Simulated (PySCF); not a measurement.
Mayer bond orders and bond lengths

Species: C₄H₉O₄P.
SMILES with atom numbers: `[CH3:1][O:2][P@@:3]1(=[O:4])[O:5][CH2:6][C@@H:7]([CH3:8])[O:9]1` (hydrogens: H10, H11, H12 on C1; H13, H14 on C6; H15 on C7; H16, H17, H18 on C8)

Cartesian coordinates in Å at the PBE0-D3(BJ)/def2-SVP level; atoms count from 1:
```xyz
18
C4H9O4P angstrom
C      2.7107    1.1632    0.7877
O      1.3844    0.6615    0.6996
P      1.0183   -0.5664   -0.2630
O      2.1718   -1.1819   -0.9353
O      0.0759   -1.4786    0.6892
C     -1.2303   -1.6055    0.1503
C     -1.4627   -0.3347   -0.6805
C     -1.9834    0.8363    0.1256
O     -0.1744   -0.0359   -1.2232
H      3.0512    1.0802    1.8298
H      3.3844    0.5917    0.1332
H      2.7097    2.2215    0.4897
H     -1.2848   -2.5105   -0.4776
H     -1.9452   -1.7000    0.9795
H     -2.1258   -0.5461   -1.5328
H     -1.9902    1.7449   -0.4922
H     -3.0097    0.6399    0.4708
H     -1.3437    1.0192    1.0020
```

Bond orders from the PBE0/pcSseg-1 density (PySCF). One conformer (not necessarily the lowest) at the PBE0-D3(BJ)/def2-SVP geometry, without solvent, vibrations or thermal averaging.

How far do the computed orders between heavy atoms stray from the drawn ones?

The largest departure is 0.157, at C7–O9 (drawn single, 0.843). Drawn single, order below 0.88: C1–O2 (0.851), O5–C6 (0.863) and C7–O9 (0.843).

Give the Mayer order of every bond between heavy atoms, beside its length.

| bond | drawn as | length (Å) | Mayer order |
| --- | --- | --- | --- |
| C1–O2 | single | 1.421 | 0.851 |
| O2–P3 | single | 1.603 | 1.033 |
| P3–O4 | double | 1.470 | 1.926 |
| P3–O5 | single | 1.621 | 0.970 |
| O5–C6 | single | 1.419 | 0.863 |
| C6–C7 | single | 1.536 | 1.004 |
| C7–C8 | single | 1.514 | 1.021 |
| C7–O9 | single | 1.429 | 0.843 |
| O9–P3 | single | 1.621 | 0.984 |

Bonds between the same two heavy elements. C–O: lowest C7–O9 (0.843, 1.429 Å), highest O5–C6 (0.863, 1.419 Å). O–P: lowest P3–O5 (0.970, 1.621 Å), highest P3–O4 (1.926, 1.470 Å). C–C: all 2 within 0.02 of one another (1.004 to 1.021).

And the bonds to hydrogen?

C–H: 0.94 to 0.97 (9 bonds).

Sum the orders of all bonds at each heavy atom with more than one neighbour and set the sums beside the valence in the SMILES.

C1 3.741 (drawn 4), O2 1.884 (drawn 2), P3 4.913 (drawn 5), O5 1.833 (drawn 2), C6 3.760 (drawn 4), C7 3.814 (drawn 4), C8 3.884 (drawn 4), O9 1.827 (drawn 2). Orders between atoms that aren't bonded are not in these sums.

Mayer orders depend on the basis set.
